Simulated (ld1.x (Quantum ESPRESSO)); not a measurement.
# How hard is this antimony ultrasoft potential?

ld1.x (Quantum ESPRESSO) 7.5 input, shortened:

```
&input
   title='Sb', zed=51., rel=2, dft='PBESOL', iswitch=3,
   config='[Kr] 4d10 5s2 5p3 5d-2', rel_dist='average'
 /
 &inputp
   pseudotype=3, tm=.true., lloc=-2, rcloc=2.70,
   nlcc=.false.,
   which_augfun='PSQ', rmatch_augfun_nc=.true.
 /
5
5S  1  0   2.00   0.00  1.50  2.10  0.0
5S  1  0   0.00  -0.30  1.50  2.10  0.0
5P  2  1   3.00   0.00  2.25  2.95  0.0
5P  2  1   0.00   2.15  2.25  2.95  0.0
5D  3  2  -2.00   0.35  2.25  2.45  0.0
 &test
   configts(1)='5s2 5p3'
 /
```

Open shells are filled in proportion to 2j + 1 (rel_dist='average').

The pseudo-atom Hamiltonian at the reference potential is diagonalised in spherical Bessel functions j_l(qr) that vanish at 20 bohr, with q² up to the cutoff. All-electron valence levels (Ry): 5s -0.9455, 5p1/2 -0.3873, 5p3/2 -0.3419.

Question: How do the lowest levels (Ry) of each channel move with the cutoff, and are there ghosts?

Answer:

| cutoff (Ry) | s #1 | s #2 | p1/2 #1 | p1/2 #2 | p3/2 #1 | d3/2 #1 | d3/2 #2 | d5/2 #1 | f #1 | Σ f·Δε (mRy) |
| --- | --- | --- | --- | --- | --- | --- | --- | --- | --- | --- |
| 8 | -0.9449 | -0.0305 | -0.3871 | 0.0240 | -0.3417 | 0.0536 | 0.1284 | 0.0538 | 0.1099 | 2.0 |
| 10 | -0.9452 | -0.0306 | -0.3873 | 0.0239 | -0.3419 | 0.0536 | 0.1283 | 0.0538 | 0.1099 | 0.7 |
| 12 | -0.9452 | -0.0306 | -0.3873 | 0.0239 | -0.3419 | 0.0536 | 0.1283 | 0.0538 | 0.1099 | 0.7 |
| 15 | -0.9453 | -0.0306 | -0.3873 | 0.0239 | -0.3420 | 0.0536 | 0.1283 | 0.0538 | 0.1099 | 0.5 |
| 400 | -0.9455 | -0.0306 | -0.3874 | 0.0239 | -0.3420 | 0.0536 | 0.1283 | 0.0538 | 0.1099 | 0.0 |

Result: no extra level below or beside the all-electron valence levels (s, p1/2, p3/2, d3/2, d5/2, f tested); 10 mRy is reached at 8 Ry and 1 mRy at 10 Ry.

Test run stopped at test 1 of 7 (negative rho).
